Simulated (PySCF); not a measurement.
# P²⁺ (phosphorus, charge +2) across methods

[Ne] 3s2 4s1, 2S determinant (an excited configuration). All numbers are calculated (PySCF 2.14, the non-relativistic Hamiltonian (point nucleus), in aug-cc-pV(Q+d)Z with one added diffuse shell each of s, p, d, f, g type (8s7p6d4f3g, 114 functions)).

```tsv
method	E (hartree)	mean ε 3s α (eV)	mean ε 3s β (eV)	mean ε 4s α (eV)	Σ⟨r²⟩ (bohr²)	⟨S²⟩
revPBE	-339.5647	-38.183	-37.996	-13.619	27.10	0.750
UHF	-339.11782	-43.039	-42.533	-15.105	28.44	0.750
PBE	-339.4661	-38.281	-38.059	-13.601	27.09	0.750
wB97M-V	-339.6340	-42.205	-41.958	-15.364	27.35	0.750
wB97X-V	-339.5693	-42.221	-42.007	-15.380	27.60	0.750
LDA	-338.3507	-38.486	-38.243	-13.511	27.08	0.750
r2SCAN	-339.5741	-38.448	-38.405	-13.559	27.43	0.750
PBE0	-339.4913	-39.690	-39.417	-14.098	27.28	0.750
```

The outer electron is Rydberg-like, and this basis confines it to a smaller radius and binds it less than a complete one would.
